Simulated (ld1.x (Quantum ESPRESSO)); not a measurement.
Values are calculated unless marked as measured or tabulated.
Pseudopotentials across the periodic table

Generated with ld1.x 7.5 (TM, RRKJ, ultrasoft, PAW), atompaw 4.2 or ONCVPSP 4.0.1. The cutoff is in Ry: for ld1.x and atompaw files where the sum of valence levels is converged to 10 mRy in a Bessel basis, for ONCV files where the hardest occupied wave has 1 mHa per electron of residual kinetic energy. The error is the largest all-electron minus pseudo excitation energy over each file’s own four to seven test configurations (ionisations up to +4, promotions, holes and added fractions of an electron), all of which were solved. The labels leave out finer settings (local radius, basis sizes, second energies), which also bear on the numbers. Spin-polarised tests are not counted. The rows are a selection from randomly drawn settings: files with unsolved tests, undetermined cutoffs or missed reference levels are left out.

A true bound ghost makes a file unfit for plane-wave use even where its test errors are small: the radial tests pick states by their node count and pass the ghost by.

```tsv
element	potential	cutoff (Ry)	largest error (meV)	bound ghosts
F	ultrasoft, PBEsol, scalar-relativistic, rc 0.65/1.90 (sp), local smoothed, core correction yes, reference 2s2 2p5	80	+930	none
K	TM, PBEsol, scalar-relativistic, rc 2.90/3.35/2.60 (spd), local s, core correction yes, reference 4s1 4p0	6	-6.1	none
Se	ultrasoft, PBE, scalar-relativistic, rc 1.40/1.80 (sp), local smoothed, core correction no, reference 4s1.5 4p4.5	18	-70	none
Mo	PAW, PBE, scalar-relativistic, rc 2.80/2.85/2.40 (spd), local smoothed, core correction yes, reference 4d5 5s1 5p0	18	-547	s, p
Te	TM, BLYP, scalar-relativistic, rc 1.80/1.75/1.36 (spd), local p, core correction yes, reference 4d10 5s1 5p5	110	-504	s
```

(1) Fill in the row for Ga: TM, LDA (PZ), scalar-relativistic, rc 1.55/2.10 (sp), local smoothed, core correction yes, reference 4s2 4p1.

(2) Fill in the row for Pd: RRKJ, PBE, scalar-relativistic, rc 0.95/1.45/1.70 (spd), local smoothed, core correction yes, reference 4s2 4p6 4d9 5s0 5p0.

## Answers

(1) cutoff 18 Ry, largest error -169 meV, bound ghosts: none.

(2) cutoff 180 Ry, largest error +726 meV, bound ghosts: none.
